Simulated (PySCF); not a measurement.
## Correlation energy of Tc²⁺ (technetium, charge +2)

[Kr] 4d4 5p1, one real determinant (an excited configuration). Calculation: PySCF 2.14, in x2c-TZVPPall with one added diffuse shell each of s, p, d, f type (9s7p7d3f1g, 95 functions); the spin-free X2C one-electron Hamiltonian (Gaussian nucleus). Frozen: [Kr]; 5 electrons correlated.

MP2 pair energies summed by pair of shells (mhartree):

```tsv
pair	energy	share (%)
4d-4d	-34.97	73.2
4d-5p	-12.77	26.8
```

Total MP2 correlation energy: -47.75 mhartree.

Same-spin part -47.75 and opposite-spin part 0.00 mhartree; SCS-MP2 scales them by 1/3 and 6/5 to -15.92 mhartree.

The reference is one real determinant that mixes LS terms of this configuration.
